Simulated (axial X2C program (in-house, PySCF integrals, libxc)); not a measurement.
MoSe⁺: cheaper levels and CCSD(T), two-component

All values were computed with an axial X2C code built on PySCF integrals. Two-component (2c) means X2C with spin–orbit coupling and atomic mean-field two-electron Coulomb and Gaunt terms. Basis: Mo dyall-cv3z [11s12p9d5f3g], Se dyall-cv3z [8s9p6d4f1g] (cores contracted in-house); Gaussian nuclei, density fitting, unrestricted open shells. Masses: Mo 97.905 u, Se 79.917 u.

State: Ω = 3/2 (⟨Sz⟩ = 1.51, ⟨Lz⟩ = -0.01 at HF); fragments Mo+ + Se.

| level | Re (Å) | ωe (cm⁻¹) | De (eV) |
| --- | --- | --- | --- |
| PBE0 | 2.223 | 315.0 | 2.93 |
| CCSD | 2.255 | 297.3 | 2.18 |
| B97-3 | 2.215 | 322.9 | 2.98 |

Correlated methods: 11 electrons correlated (number of frozen shells: Mo 4 s, 3 p, 1 d; Se 3 s, 2 p, 1 d), 309 virtual spin orbitals or spinors in MP2, 90 natural virtuals in coupled cluster.

CCSD(T), same Hamiltonian and basis:

Re = 2.235 Å, ωe = 317.9 cm⁻¹, De = 2.41 eV; T1 = 0.069 (Lee–Taylor normalisation).

(1) Give the differences from CCSD(T) in the columns below.

The state is a single determinant with fixed occupations, the lowest that a limited PBE0 search found. Dissociation energies refer to the lowest single-determinant-based atoms at the same level and basis. Density functionals use the spin component along the axis (collinear). Coupled cluster ran in a truncated set of natural virtual spinors; the MP2 energy of the rest was added. (T) has no such correction and the atoms are truncated less, which lowers De at CCSD(T) by a hundredth of an eV or more. The functionals have no current-density term, which raises determinants with orbital currents, atoms included. With several unpaired electrons one determinant need not be a pure state. This is the top spin component of a Σ state; components of lower Ω are not single determinants and can lie lower. The determinant is spin-polarised beyond a pure state at some levels (its spin-free form has ⟨S²⟩ too high), which makes Re and μ there less reliable. The T1 diagnostic is large, a sign of multireference character. With the outer-core shells frozen, correlated bond lengths of heavy atoms tend to come out a few hundredths of an ångström too long.

## Answers

(1) 

| level | ΔRe (Å) | Δωe (cm⁻¹) | ΔDe (eV) |
| --- | --- | --- | --- |
| PBE0 | -0.012 | -3 | 0.52 |
| CCSD | 0.020 | -21 | -0.23 |
| B97-3 | -0.020 | 5 | 0.57 |
